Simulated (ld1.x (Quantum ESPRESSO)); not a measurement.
## What one change does to a pseudopotential (cobalt, RRKJ)

- Element: Co (Z = 27)
- Generator: ld1.x (Quantum ESPRESSO) 7.5
- Type: norm-conserving RRKJ (Kleinman–Bylander form)
- Functional: LDA (PZ)
- Relativity: non-relativistic
- Frozen core: [Ne] 3s2
- Valence charge: 15
- Reference configuration: 3p6 3d7 4s2 4p0
- Partial waves: 4s (bound): rc 2.15 bohr; 3p (bound): rc 0.75 bohr; 3d (bound): rc 1.60 bohr
- Local potential: the d channel
- Core correction: none
- rho0: 0.02

All-electron outer shells of the reference configuration (LDA (PZ), non-relativistic, ld1.x):

| shell | level (eV) | outermost node (bohr) | outermost maximum (bohr) |
| --- | --- | --- | --- |
| 3s | -99.36 | 0.32 | 0.67 |
| 3p | -64.98 | 0.29 | 0.68 |
| 3d | -8.77 | – | 0.66 |
| 4s | -5.57 | 0.97 | 2.32 |
| 4p | -1.42 | 1.06 | 3.21 |

Change: wave 3p (bound): rc 0.75 bohr becomes 3p (bound): rc 0.86 bohr.

Cutoffs: the cutoffs (Ry, on a coarse ladder) from which the occupation-weighted sum of valence levels, in a spherical-Bessel basis at the reference potential, stays within 10 and 1 mRy of its value at 400 Ry; they do not see the model core or the augmentation charge, which bear on the density cutoff. Errors are all-electron minus pseudo energies relative to the spin-unpolarised reference configuration.

Problem. How do hardness, ghosts and transferability respond?

Solution. The potential gets softer (230 Ry and 300 Ry → 180 Ry and 300 Ry); both files keep a bound ghost (s); the errors of the 9 common tests hardly move. A larger radius leaves more room for a smooth pseudo-wave, so fewer plane waves are needed.

| quantity | base | changed |
| --- | --- | --- |
| cutoff, loose | 230 Ry | 180 Ry |
| cutoff, tight | 300 Ry | 300 Ry |
| loose cutoff by channel (10 mRy a level) | s 25 Ry, p 200 Ry, d 90 Ry | s 25 Ry, p 140 Ry, d 90 Ry |
| bound ghosts | s | s |
| error for 3p6 3d7 4s1 4p0, meV [ΔE 9.14 eV] | -0.6 | -0.6 |
| error for 3p6 3d7 4s0 4p0, meV [ΔE 25.98 eV] | -9.8 | -9.9 |
| error for 3p6 3d6 4s0 4p0, meV [ΔE 62.39 eV] | +0.5 | +0.4 |
| error for 3p6 3d5 4s0 4p0, meV [ΔE 118.37 eV] | +68 | +68 |
| error for 3p6 3d7 4s0 4p2, meV [ΔE 8.83 eV] | -559 | -559 |
| error for 3p6 3d7 4s1.5 4p0, meV [ΔE 3.66 eV] | 0.0 | 0.0 |
| error for 3p6 3d7.5 4s1.5 4p0, meV [ΔE -1.17 eV] | -17 | -17 |
| error for 3p6 3d7 4s2 4p0 (spin-polarised), meV [ΔE -2.00 eV] | +360 | +360 |
| error for 3p6 3d7 4s1 4p0 (spin-polarised), meV [ΔE 6.56 eV] | +355 | +356 |
| s: phases at 2.36 bohr within 0.05 rad from the reference energy up to (Ry; the scan ends near 5) | 2.6 | 2.6 |
| p: phases at 2.36 bohr within 0.05 rad from the reference energy up to (Ry; the scan ends near 5) | -0.5 | -0.5 |
| d: phases at 2.36 bohr within 0.05 rad from the reference energy up to (Ry; the scan ends near 5) | 1.0 | 1.0 |

 A true bound ghost makes a file unfit for plane-wave use even where its test errors are small: the radial tests pick states by their node count and pass the ghost by.
